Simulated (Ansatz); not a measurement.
One change: `C=CN[SiH2][AlH2]` becomes `C=CNC`.

Ansatz, PBE0-D4/def2-TZVP geometries, multiplicity 1. Each molecule was computed in one conformer, which needn't be the lowest.

| property | `C=CN[SiH2][AlH2]` |
| --- | --- |
| HOMO energy (B3LYP/def2-TZVPP) / eV | -6.68 |
| HOMO energy (PBE0/def2-TZVPP) / eV | -6.85 |
| HOMO–LUMO gap (B3LYP/def2-TZVPP) / eV | 5.04 |
| size of the dipole moment (PBE/def2-TZVPP) / D | 3.97 |
| HOMO energy (ωB97M-V/def2-TZVPP) / eV | -8.86 |
| LUMO energy (ωB97M-V/def2-TZVPP) / eV | 0.56 |

(1) What does the change do to each property? (Best estimate.)

## Answers

(1) Ansatz gave: 
```csv
property,`C=CNC`,shift
HOMO energy (B3LYP/def2-TZVPP) / eV,-5.56,1.12
HOMO energy (PBE0/def2-TZVPP) / eV,-5.76,1.09
HOMO–LUMO gap (B3LYP/def2-TZVPP) / eV,6.25,1.21
size of the dipole moment (PBE/def2-TZVPP) / D,1.62,-2.35
HOMO energy (ωB97M-V/def2-TZVPP) / eV,-7.96,0.90
LUMO energy (ωB97M-V/def2-TZVPP) / eV,2.77,2.21
```

With PBE0 the HOMO rises by 1.09 eV and the LUMO rises by 2.39 eV, so the gap widens by about 1.30 eV. PBE moves the HOMO by 1.20 eV and ωB97M-V by 0.90 eV. Dipoles are sizes alone; their direction can turn.

B3LYP here is the variant with VWN-RPA as its local correlation; programs differ in this.
